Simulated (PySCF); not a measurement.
## Mayer bond orders and bond lengths

Phenylvinylnitrile, C9H7N.
Numbering: `[N:1]#[C:2]/[CH:3]=[CH:4]/[c:5]1[cH:6][cH:7][cH:8][cH:9][cH:10]1` (hydrogens: H11 on C3; H12 on C4; H13 on C6; H14 on C7; H15 on C8; H16 on C9; H17 on C10)

Geometry (PBE0-D3(BJ)/def2-SVP, Å), atoms numbered from 1 in this order:
```
atom  x, y, z in Å
N1     5.0542    0.3798    0.0718
C2     3.9297    0.1226    0.2030
C3     2.5576   -0.2087    0.3762
C4     1.5674    0.4683   -0.2410
C5     0.1351    0.2120   -0.1345
C6    -0.4015   -0.8175    0.6584
C7    -1.7739   -1.0176    0.7235
C8    -2.6409   -0.1960   -0.0009
C9    -2.1249    0.8287   -0.7911
C10   -0.7494    1.0295   -0.8565
H11    2.3509   -1.0508    1.0432
H12    1.8511    1.3001   -0.8939
H13    0.2607   -1.4702    1.2312
H14   -2.1749   -1.8223    1.3441
H15   -3.7201   -0.3573    0.0531
H16   -2.7968    1.4755   -1.3599
H17   -0.3452    1.8340   -1.4766
```

Bond orders from the PBE0/pcSseg-1 density (PySCF). The structure is a single PBE0-D3(BJ)/def2-SVP conformer in the gas phase; no vibrational or solvent corrections.

**Question.** Where do the orders between heavy atoms depart from those drawn in the SMILES?

**Answer.** The largest departure is 0.268, at C3–C4 (drawn double, 1.732), counting aromatic bonds as 1.5. The bonds drawn aromatic range from 1.36 to 1.48.

**Question.** Set the Mayer orders of the bonds beside their lengths.

**Answer.** 
```
   bond  drawn as  length (Å)  Mayer order
  N1–C2    triple       1.161        2.995
  C2–C3    single       1.422        1.076
  C3–C4    double       1.349        1.732
  C4–C5    single       1.459        1.113
  C5–C6  aromatic       1.406        1.366
  C6–C7  aromatic       1.388        1.475
  C7–C8  aromatic       1.397        1.406
  C8–C9  aromatic       1.393        1.432
 C9–C10  aromatic       1.392        1.442
 C10–C5  aromatic       1.404        1.359
 C3–H11    single       1.094        0.919
 C4–H12    single       1.095        0.961
 C6–H13    single       1.092        0.956
 C7–H14    single       1.092        0.957
 C8–H15    single       1.092        0.965
 C9–H16    single       1.092        0.959
C10–H17    single       1.093        0.975
```

By pair of heavy elements: C–C: lowest C2–C3 (1.076, 1.422 Å), highest C3–C4 (1.732, 1.349 Å); in 1 of the 36 pairs the longer bond (by over 0.003 Å) has the higher order (by 0.02 or more).

**Question.** Sum the orders of all bonds at each heavy atom with more than one neighbour and set the sums beside the valence in the SMILES.

**Answer.** C2 4.071 (drawn 4), C3 3.727 (drawn 4), C4 3.806 (drawn 4), C5 3.838 (drawn 4), C6 3.797 (drawn 4), C7 3.838 (drawn 4), C8 3.803 (drawn 4), C9 3.833 (drawn 4), C10 3.776 (drawn 4). Orders between atoms that aren't bonded are not in these sums.

For a closed shell the Mayer order of atoms A and B is Σ (PS)μν (PS)νμ over the basis functions μ on A and ν on B, with P the density and S the overlap matrix.
